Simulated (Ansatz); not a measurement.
Program: Ansatz. Geometries: PBE0-D4/def2-TZVP. ΔE: electronic, gas phase. CCSD(T)/CBS adds triple-zeta CCSD(T) − MP2 to the extrapolated MP2 energy (def2 sets, frozen cores). Functionals use def2-TZVPP. B3LYP here is the variant with VWN-RPA as its local correlation; programs differ in this. Elements past krypton have def2 core potentials. For I, Sn outer-core shells are correlated without core-valence functions, which leaves a few kJ/mol of doubt a bond.

Consider the redistribution: `[Cl][Sn][Cl]` + `F[Si](F)(F)I` → `[F][Sn][Cl]` + `F[Si](F)(Cl)I`.

Question: Is it downhill or uphill in electronic energy at CCSD(T)/CBS, and by how much? (Best estimate.)

Answer: Ansatz gave: Uphill: ΔE = +79.3 kJ/mol.

Question: What do these levels give: r2SCAN-D4, B3LYP-D4, r2SCANh-D4, B2PLYP, PBE-QIDH, revPBE, PBE0, RPA@PBE/def2-TZVPP, HF/def2-SVP, MP2/def2-SVP, CCSD/def2-SVP, CCSD/CBS(def2)? (An estimate is asked.)

Answer: The calculation gave: r2SCAN-D4 76.6, B3LYP-D4 77.9, r2SCANh-D4 79.3, B2PLYP 79.9, PBE-QIDH 81.7, revPBE 68.0, PBE0 77.4, RPA@PBE/def2-TZVPP 80.1, HF/def2-SVP 89.1, MP2/def2-SVP 70.0, CCSD/def2-SVP 73.8, CCSD/CBS(def2) 82.2 kJ/mol.

Question: What do rigid-rotor, harmonic-oscillator terms from PBE0-D4/def2-TZVP frequencies (298.15 K, 1 bar) make of the CCSD(T)/CBS value? (Best estimate.)

Answer: Computed: ΔZPE = -1.8 kJ/mol, ΔH = +77.8 kJ/mol, ΔS = 15 J/(mol·K), ΔG = +73.3 kJ/mol.

Largest T1 diagnostic among the species: 0.016.

Leaving LDA and LC-ωPBE aside and taking each functional with its dispersion term where it has one, the values, not all of them listed here, spread over 22.0 kJ/mol, from revPBE-D4 to BHLYP-D4. LDA lies +5.1 kJ/mol from PBE without D4. At CCSD(T), def2-SVP lies −6.9 kJ/mol from the extrapolated value and def2-TZVPP +3.4 kJ/mol.
